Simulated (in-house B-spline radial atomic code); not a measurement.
Configurations of F II (F+), with energies counted from [He] 2s2 2p4. Computed with an all-electron radial atomic-structure program (B-spline basis): non-relativistic BLYP, spin-polarised, spherical fractional occupations, point nucleus. Shells without spins written out take the highest spin.

Occupations are held fixed; configurations that lie above the ionisation limit could autoionise.

```tsv
configuration	E - E(ref) (eV)	highest orbital	its <r> (bohr)
[He] 2s1 2p5	18.772	2p down	1.014
[He] 2s2 2p3 3d1	28.685	3d up	4.775
[He] 2s1 2p4 3s1	40.639	3s up	3.19
[He] 2s(0 up, 1 down) 2p(2 up, 2 down) 3s(0 up, 1 down)	45.286	3s down	3.204
[He] 2s1 2p4 3d1	47.418	3d up	4.753
```

**Question.** Order these further configurations by energy, lowest first.
A. [He] 2s2 2p3 3p1
B. [He] 2s(1 up, 0 down) 2p(3 up, 1 down) 3p(1 up, 0 down)
C. [He] 2s(1 up, 0 down) 2p(2 up, 3 down)
D. [He] 2s2 2p3 3s1
E. [He] 2s2 2p(1 up, 2 down) 3d(1 up, 0 down)

**Answer.** C (20.754 eV), D (21.91 eV), A (25.065 eV), E (33.365 eV), B (43.815 eV).
